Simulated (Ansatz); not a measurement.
The same molecule with X = B, Al, Ga. Ansatz, PBE0-D4/def2-TZVP geometries, multiplicity 1. Each molecule was computed in one conformer, which needn't be the lowest.

Scalar relativity is left out up to krypton.

| X | molecule | mean X–Cl bond length / Å | mean X–F bond length / Å | mean X–N bond length / Å | HOMO energy (PBE0/def2-TZVPP) / eV | LUMO energy (PBE/def2-TZVPP) / eV | LUMO energy (PBE0/def2-TZVPP) / eV |
| --- | --- | --- | --- | --- | --- | --- | --- |
| Al | `[NH2][Al]([F])[Cl]` | 2.079 | 1.641 | 1.746 | -8.03 | -1.47 | -0.62 |
| Ga | `[NH2][Ga]([F])[Cl]` | 2.117 | 1.743 | 1.791 | -8.18 | -2.01 | -1.05 |

Question: Give the row for X = B, `NB(F)Cl`. (Estimate.)

Answer: Ansatz gave: 
```tsv
X	molecule	mean X–Cl bond length / Å	mean X–F bond length / Å	mean X–N bond length / Å	HOMO energy (PBE0/def2-TZVPP) / eV	LUMO energy (PBE/def2-TZVPP) / eV	LUMO energy (PBE0/def2-TZVPP) / eV
B	`NB(F)Cl`	1.766	1.328	1.388	-8.57	-0.10	0.70
```

From B to Ga the mean X–Cl bond length rises at each step, by 0.351 Å in all; the mean X–F bond length rises at each step, by 0.415 Å in all; the mean X–N bond length rises at each step, by 0.403 Å in all; the HOMO energy (PBE0/def2-TZVPP) isn't monotonic: highest at Al, lowest at B; the LUMO energy (PBE/def2-TZVPP) falls at each step, by 1.91 eV in all; the LUMO energy (PBE0/def2-TZVPP) falls at each step, by 1.75 eV in all.
